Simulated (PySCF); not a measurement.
Peak assignment

Bonds (- single, = double, # triple, : aromatic): B1-C2 1.525 Å, C2:C3 1.446 Å, C3:C4 1.356 Å, C4:O5 1.362 Å, O5:C6 1.331 Å, C6:C2 1.380 Å. B1 carries H7, H8; C3 carries H9; C4 carries H10; C6 carries H11.

- PBE0-D3(BJ)/def2-SVP structure
- HF/pcSseg-2 with gauge-including orbitals
- J couplings at B3LYP/pcJ-1 (spin–dipole term only in couplings to heteroatoms)
- run in PySCF 2.14
- relativity neglected, one computed conformer, no solvent, equivalent nuclei averaged

Shifts are taken against calculated references (same method and geometry level): ¹³C (191.47 ppm) and ¹H (31.68 ppm) vs TMS.

Task: Assign these signals to the numbered atoms. ¹³C{¹H} NMR (computed): δ 174.4, 150.6, 131.4, 125.5.

Result: 
174.4 → C6, aromatic CH next to the ring oxygen
150.6 → C4, aromatic CH next to the ring oxygen
131.4 → C2, substituted aromatic carbon
125.5 → C3, aromatic CH

Task: Assign these signals to the numbered atoms. ¹H NMR (600 MHz, computed): δ 8.24 (d, J = 1.2 Hz, 1H), 7.61 (dd, J = 2.2, 1.2 Hz, 1H), 7.11 (d, J = 2.2 Hz, 1H), 6.45 (br, 2H).

Result: 
8.24 → H11, hydrogen on an aromatic CH next to the ring oxygen: the ring current deshields protons in the ring plane
7.61 → H10, hydrogen on an aromatic CH next to the ring oxygen
7.11 → H9, hydrogen on an aromatic CH: it sits in the deshielding region of the aromatic ring current
6.45 → H7/H8, hydrogen on a boron bonded to C

Hydrogens on boron are broadened and split by ¹¹B (spin 3/2, 80 %) and 10B (spin 3). A carbon bonded to boron is broadened by the quadrupolar boron nucleus and is often missing from a measured spectrum. Multiplet labels drop couplings under 1 Hz and merge nearly equal ones. Unscaled 3J(H,H) at this level run about 10 % above measured values. Shifts are as computed, not scaled to solution data. Of 1211 compounds with measured shifts, 218 miss one by over three times the rms of a fit or turn the order of signals round; such compounds aren't used in these exercises.
